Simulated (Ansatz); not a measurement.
System: C$_{2}$HClF$_{3}$ (charge -1, singlet). It need not be the lowest isomer of its formula. Whether it binds its extra electron was not tested at this geometry. 
Coordinates optimised at B3LYP-D3(BJ)/def2-TZVP (Ansatz, a quantum-chemistry and plane-wave program):
```
C
F 1 1.3705
F 1 1.3765 2 106.32
F 1 1.4281 2 101.42 3 -106.27
C 1 1.4478 2 115.23 4 -131.43
H 5 1.0897 1 108.45 2 178.94
Cl 5 1.8488 6 104.94 1 116.61
```
Charge -1, spin multiplicity 1.

Basis-set convergence of Hartree-Fock and CCSD correlation energies (hartree) with Ansatz. Cores are frozen in the correlated levels unless marked. No spin-orbit coupling. No relativistic terms. This anion needs diffuse functions, which these sets lack.

```
basis        functions       E(HF)  E(corr, CCSD)
-----------  ---------  ----------  -------------
cc-pV(D+d)Z         98  -834.12907       -0.99320
cc-pV(T+d)Z        203         [?]            [?]
```

Problem. What belongs in the gaps?

Solution. 
- cc-pV(T+d)Z, E(HF): -834.27008
- cc-pV(T+d)Z, E(corr, CCSD): -1.29415
